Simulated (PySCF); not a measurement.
GeFCl3, SMILES [F][Ge]([Cl])([Cl])[Cl]. Atoms are numbered in the order given.

```xyz
5

F      0.0000     0.0000     1.9182
Ge     0.0000     0.0000     0.1929
Cl     1.7585     1.0153    -0.4595
Cl    -1.7585     1.0153    -0.4595
Cl     0.0000    -2.0306    -0.4595
```
Charge 0, spin multiplicity 1.

The structure is a stationary point at B3LYP-D3(BJ)/def2-SVP.

Method: PBE/def2-TZVP run with PySCF.

Atomic charges (e):

```json
[
 {"atom": "F1", "Mulliken": "-0.29", "meta-Löwdin": "[?]"},
 {"atom": "Ge2", "Mulliken": "0.90", "meta-Löwdin": "[?]"},
 {"atom": "Cl3", "Mulliken": "-0.20", "meta-Löwdin": "[?]"},
 {"atom": "Cl4", "Mulliken": "-0.20", "meta-Löwdin": "[?]"},
 {"atom": "Cl5", "Mulliken": "-0.20", "meta-Löwdin": "[?]"}
]
```

**Question.** Complete the blanks. (The exact figures need the calculation; the answer reports its results.)

**Answer.** 
- F1, meta-Löwdin: -0.45
- Ge2, meta-Löwdin: 1.10
- Cl3, meta-Löwdin: -0.22
- Cl4, meta-Löwdin: -0.22
- Cl5, meta-Löwdin: -0.22
